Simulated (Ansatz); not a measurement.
`C#CCCCCCCCCCC=C`. Charge 0, multiplicity 1. Geometry PBE-D4/def2-SVP; atoms count from 1.

```xyz
35

C     1.338    2.106   -0.991
C     2.162    1.525   -0.296
C     3.090    0.784    0.555
C     2.752    0.834    2.067
C     1.276    0.581    2.398
C     0.687   -0.699    1.798
C    -0.818   -0.842    2.048
C    -1.501   -1.955    1.237
C    -1.327   -1.854   -0.288
C    -1.729   -0.505   -0.893
C    -1.560   -0.453   -2.421
C    -1.962    0.864   -3.020
C    -1.164    1.674   -3.740
H     0.606    2.603   -1.613
H     3.105   -0.274    0.210
H     4.124    1.161    0.397
H     3.398    0.088    2.578
H     3.044    1.827    2.469
H     0.680    1.443    2.025
H     1.149    0.577    3.502
H     1.226   -1.595    2.184
H     0.865   -0.687    0.702
H    -1.004   -1.011    3.131
H    -1.306    0.130    1.815
H    -1.120   -2.946    1.572
H    -2.586   -1.952    1.480
H    -1.919   -2.663   -0.770
H    -0.269   -2.065   -0.562
H    -2.786   -0.275   -0.626
H    -1.118    0.310   -0.450
H    -0.504   -0.678   -2.687
H    -2.178   -1.263   -2.875
H    -3.006    1.181   -2.828
H    -1.528    2.631   -4.148
H    -0.117    1.400   -3.959
```

Question: Estimate the Mulliken populations of the heavy atoms from the PBE0/def2-TZVP orbitals of Ansatz.

Answer: 
| atom | charge (e) |
| --- | --- |
| C1 | -0.20 |
| C2 | -0.06 |
| C3 | -0.27 |
| C4 | -0.16 |
| C5 | -0.17 |
| C6 | -0.29 |
| C7 | -0.20 |
| C8 | -0.13 |
| C9 | -0.22 |
| C10 | -0.30 |
| C11 | -0.11 |
| C12 | -0.12 |
| C13 | -0.33 |
Mulliken values depend strongly on the basis.

Question: And the Mayer bond orders between heavy atoms (over 0.3)?

Answer: C1–C2 2.71 (1.22 Å); C2–C3 1.11 (1.46 Å); C3–C4 0.99 (1.55 Å); C4–C5 1.01 (1.53 Å); C5–C6 1.02 (1.53 Å); C6–C7 1.02 (1.53 Å); C7–C8 0.99 (1.54 Å); C8–C9 1.01 (1.54 Å); C9–C10 1.00 (1.53 Å); C10–C11 1.00 (1.54 Å); C11–C12 0.98 (1.50 Å); C12–C13 1.97 (1.35 Å).
